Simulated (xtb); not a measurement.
O₃Sn, SMILES [O]1[Sn](=[O])[O]1. All values are semi-empirical tight-binding results from xtb (GFN2-xTB unless named), good for trends rather than for accurate numbers. Geometry optimised at GFN2-xTB.

For metal compounds this method's bond lengths and energies can be far off.

### Question
Estimate the properties. (Estimate from the structure and the level; the computed values follow.)

### Answer

```json
{
  "point_group_as_xtb_finds_it": "C2v",
  "orbital_gap": "3.36 eV",
  "zero_point_energy": "4.0 kcal/mol",
  "G − E(el) at 298.15 K (modified RRHO)": "-14.3 kcal/mol"
}
```
